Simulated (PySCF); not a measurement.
# AsO₂, doublet: structure and spectrum

Method: UPBE0 in PySCF with As def2-TZVP, O def2-TZVP; no relativity; density-fitted integrals.

The structure is a minimum.

```xyz
3
charge 0 multiplicity 2, angstrom
As    0.0000    0.0000   -0.2193
O     1.4517    0.0000    0.5139
O    -1.4517    0.0000    0.5139
```

```
Point group                                                                   : C2v
Bond lengths                                                                  : As–O 1.626 Å (×2)
Bond angles                                                                   : O–As–O 126.4°
Rotational constants                                                          : 1.399, 0.25, 0.2121 cm⁻¹
Principal quadrupole moments (Buckingham, traceless) about the centre of mass : -8.61, 3.13, 5.48 D Å
Highest occupied level (α)                                                    : -8.96 eV
Principal polarisabilities                                                    : 22.3, 27.2, 46.5 bohr³
Spin squared ⟨S²⟩                                                             : 0.761
Dipole moment                                                                 : 2.10 D
Enthalpy at 298.15 K above 0 K                                                : 11.36 kJ/mol
Heat capacity Cp at 298.15 K                                                  : 44.5 J/(mol K)
Lowest empty level (β)                                                        : -5.29 eV
Rotational symmetry number                                                    : 2
Atomisation energy without zero-point energy                                  : 827 kJ/mol
Zero-point energy                                                             : 12.5 kJ/mol
Entropy at 298.15 K and 1 bar (electronic part: spin only)                    : 269.2 J/(mol K)
```

Harmonic modes (masses in u: As 74.922, O 15.995):
```
symmetry  ω (cm⁻¹)  IR (km/mol)
      a1       282         20.1
      b2       894         15.5
      a1       917          2.9
```

In C2v the vibrations span 2a1 + b2. Here b1 is antisymmetric to the molecular plane and b2 lies in it.

Charges (e):
```json
{"atom": "As1", "Mulliken": "0.84", "Löwdin": "0.60", "polar tensor": "0.65", "spin (Mulliken)": "0.28", "Mayer order to As1": "–"}
{"atom": "O2,3", "Mulliken": "-0.42", "Löwdin": "-0.30", "polar tensor": "-0.33", "spin (Mulliken)": "0.36", "Mayer order to As1": "1.80"}
```

Mulliken populations on As1: s 7.67, p 14.03, d 10.38, f 0.08.

Outer orbital energies (eV). α occupied: -27.72, -16.40, -12.83, -11.82, -11.61, -9.92, -9.89, -8.96; empty: -3.11, 0.25, 1.58, 6.17. β occupied: -28.08, -26.91, -15.57, -11.44, -11.39, -11.22, -9.63, -9.20; empty: -5.29, -2.69, 0.59, 2.11.

Other isomers or separated fragments may lie lower.

The final relaxation and frequency run took 84 s on 2 threads of a shared Intel Xeon @ 2.70GHz host, with 110 basis functions and 8 gradients; the process peaked at 0.92 GiB.
